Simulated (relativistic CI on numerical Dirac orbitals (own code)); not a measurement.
# One change at a time: Ga XXII

Base calculation: Dirac-Coulomb-Breit CI, KLI orbitals optimised for each configuration, QED by a radiative potential, unscaled Slater integrals.

CI space (outside the closed core 1s2): 2s²2p⁶, 2s²2p⁵3s, 2s²2p⁵3p, 2s²2p⁵3d, 2s2p⁶3s, 2s2p⁶3p, 2s2p⁶3d, 2s²2p⁵4s, 2s²2p⁵4p, 2s²2p⁵4d, 2s²2p⁵4f, 2s2p⁶4s, 2s²2p⁴3s², 2s2p⁶4p, 2s²2p⁵5s, 2s²2p⁵5p, 2s2p⁶4d, 2s²2p⁵5d, 2s²2p⁵5f, 2s²2p⁵5g, 2s2p⁶4f, 2s²2p⁴3s3p, 2s²2p⁴3p², 2s²2p⁴3s3d, 2s²2p⁴3p3d, 2s2p⁵3s², 2s2p⁵3s3p, 2s²2p⁴3d², 2s2p⁶5s, 2s2p⁶5p, 2s2p⁶5d, 2s2p⁶5f, 2s2p⁶5g, 2s2p⁵3p², 2s2p⁵3s3d, 2s2p⁵3p3d. Levels of other configurations are missing.

Variants: (1) valence Slater integrals scaled by 0.9; (2) non-relativistic limit; (3) only the first 3 configurations. Shifts of the energy above 2s²2p⁶ ¹S0, in eV, for the lowest level and the first level of each name with at least 55 % of one term (blank where a level changes its place among those of its configuration and J or its character, or is not in the variant):

```
        Level     Base   Δ(1)    Δ(2)   Δ(3)
   2s²2p⁶ ¹S0     0.00   0.00    0.00   0.00
2s²2p⁵3s ³P°2  1140.72  +0.13  +10.23  +0.15
2s²2p⁵3s ¹P°1  1143.30  -0.12          +0.24
2s²2p⁵3s ³P°0  1168.86  +0.15  -17.91  +0.21
2s²2p⁵3s ³P°1  1170.29  -0.02          +0.27
 2s²2p⁵3p ³S1  1181.34  +0.64   +3.38  +0.82
 2s²2p⁵3p ³D3  1189.81  +0.20   +2.27  -0.03
 2s²2p⁵3p ¹P1  1190.65  +0.03          +0.11
 2s²2p⁵3p ³P2  1193.67  -0.19          -0.11
 2s²2p⁵3p ³P0  1203.95  -0.65   -7.85  +0.03
 2s²2p⁵3p ³D1  1211.98  +0.12          +0.01
 2s²2p⁵3p ³P1  1218.95  +0.07  -22.85  +0.23
 2s²2p⁵3p ¹S0  1232.85  -2.60   -9.80  +1.25
2s²2p⁵3d ³P°0  1242.45  +0.56   +1.67       
2s²2p⁵3d ³P°1  1244.06  +0.44   +0.05       
2s²2p⁵3d ³F°4  1246.84  +0.19   +0.77       
2s²2p⁵3d ³P°2  1247.06  +0.21   -2.95       
2s²2p⁵3d ³F°3  1247.40  +0.01   +0.20       
2s²2p⁵3d ³D°3  1251.82  -0.31               
2s²2p⁵3d ³D°1  1259.84  -0.91   -6.81       
2s²2p⁵3d ³F°2  1275.26  +0.02               
2s²2p⁵3d ¹P°1  1286.24  -1.37  -16.75
```

At this charge energies of transitions that change n are usually good to better than 1 %, and those within a shell (Δn = 0) to a few per cent.

Ionisation energy from the two ground configurations alone: base 2006.92 eV. The NIST ASD value (semi-empirical) is 2010 eV.

LS names give the leading component of a level, which can be under half, so a name can repeat, a term be missing and a line seem to break the LS rules.
